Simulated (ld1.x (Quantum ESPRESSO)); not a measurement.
**Varying the RRKJ potential for carbon**

Base potential:

carbon (C), norm-conserving RRKJ (Kleinman–Bylander form), made with ld1.x (Quantum ESPRESSO) 7.5 (BLYP, scalar-relativistic). Core [He], reference 2s2 2p2. Waves: 2s (bound): rc 1.00 bohr; 2p (bound): rc 3.00 bohr. Local part: the p channel. Core correction: Bessel-smoothed model core, default radius (core density twice the valence density). rho0 = 0.005.

All-electron outer shells of the reference configuration (BLYP, scalar-relativistic, ld1.x):

| shell | level (eV) | outermost node (bohr) | outermost maximum (bohr) |
| --- | --- | --- | --- |
| 1s | -273.94 | – | 0.17 |
| 2s | -13.61 | 0.38 | 1.20 |
| 2p | -5.24 | – | 1.19 |

Cutoffs, loose and tight: the cutoffs (Ry, on a coarse ladder) from which the occupation-weighted sum of valence levels, in a spherical-Bessel basis at the reference potential, stays within 10 and 1 mRy of its value at 400 Ry. They do not see the model core or the augmentation charge, which bear on the density cutoff. Test errors are all-electron minus pseudo excitation energies from the reference, over the configurations 2s2 2p1; 2s2 2p0; 2s1 2p0; 2s1 2p3; 2s2 2p1.5; 2s2 2p2.3; 2s0 2p4. A dash means not determined; rows that change the core or the reference have their own tests.

```csv
change,outcome,"cutoff, loose","cutoff, tight",bound ghosts,largest test error (meV)
base,generated,60 Ry,100 Ry,none,+2329
wave 2p (bound): rc 3.00 bohr becomes 2p (bound): rc 2.38 bohr,generated,60 Ry,100 Ry,none,+993
wave 2p (bound): rc 3.00 bohr becomes 2p (bound): rc 2.96 bohr,generated,60 Ry,100 Ry,none,+2152
wave 2p (bound): rc 3.00 bohr becomes 2p (bound): rc 4.50 bohr,generated,60 Ry,100 Ry,none,+6576
```

**Question.** What comes out with this change to the base: wave 2p (bound): rc 3.00 bohr becomes 2p (bound): rc 3.42 bohr?

**Answer.** outcome: generated; cutoff, loose: 60 Ry; cutoff, tight: 100 Ry; bound ghosts: none; largest test error (meV): +3374.

**Question.** What comes out with this change to the base: wave 2p (bound): rc 3.00 bohr becomes 2p (bound): rc 1.92 bohr?

**Answer.** outcome: generated; cutoff, loose: 60 Ry; cutoff, tight: 100 Ry; bound ghosts: none; largest test error (meV): +470.

**Question.** What comes out with this change to the base: wave 2p (bound): rc 3.00 bohr becomes 2p (bound): rc 4.02 bohr?

**Answer.** outcome: generated; cutoff, loose: 60 Ry; cutoff, tight: 100 Ry; bound ghosts: none; largest test error (meV): +4976.

Reading the sweep of the p radius (base included, trends over the rows without a ghost): The loose cutoff stays near 60 Ry. The median size of the test errors (rows with all tests solved) rises from 3.3 meV at 1.92 to 527.6 meV at 4.5 bohr. More of the atom is replaced by a form fitted at one configuration, so other configurations suffer as the radius grows.
